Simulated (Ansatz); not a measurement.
Basis sets compared for Cu(AsH3)(OH) (CuAsOH4). The state is a singlet with charge 0. Geometry PBE-D4/def2-TZVP. Ansatz on 4 threads of Arm Neoverse V2 on a shared host; times are rough, and most runs start from earlier orbitals.

```xyz
7

Cu   -0.509   -0.609    0.679
As    0.630    0.798   -0.645
H    -0.019    1.382   -1.893
H     1.929    0.366   -1.313
H     1.149    2.113   -0.081
O    -1.384   -1.645    1.848
H    -1.796   -2.405    1.405
```

The 6-31G sets use Cartesian d functions.

Binding counts from free atoms (Cu doublet, As quartet, H doublet, O triplet) in the same basis, without a counterpoise term.

```json
{"level": "HF/STO-3G", "functions": "45", "energy (Eh)": "-3905.5795", "HOMO (eV)": "-2.52", "LUMO (eV)": "4.60", "binding per atom (eV)": "–", "wall time": "0.85 s"}
{"level": "HF/6-31G", "functions": "75", "energy (Eh)": "-3949.5997", "HOMO (eV)": "-8.92", "LUMO (eV)": "2.02", "binding per atom (eV)": "1.56", "wall time": "0.45 s"}
{"level": "PBE-D4/def2-SVP", "functions": "97", "energy (Eh)": "-3952.7890", "HOMO (eV)": "-4.21", "LUMO (eV)": "-1.18", "binding per atom (eV)": "2.76", "wall time": "0.8 s"}
{"level": "PBE0-D4/def2-SVP", "functions": "97", "energy (Eh)": "-3952.8538", "HOMO (eV)": "-5.60", "LUMO (eV)": "-0.43", "binding per atom (eV)": "2.62", "wall time": "1.2 s"}
```

(1) Estimate the rows for PBE-D4/def2-TZVP (with forces), PBE0-D4/def2-TZVP.

Answers

(1) 
```tsv
level	functions	energy (Eh)	HOMO (eV)	LUMO (eV)	binding per atom (eV)	wall time
PBE-D4/def2-TZVP (with forces)	148	-3953.4238	-4.80	-1.47	2.73	1.6 s
PBE0-D4/def2-TZVP	148	-3953.4765	-6.18	-0.67	2.61	2 s
```
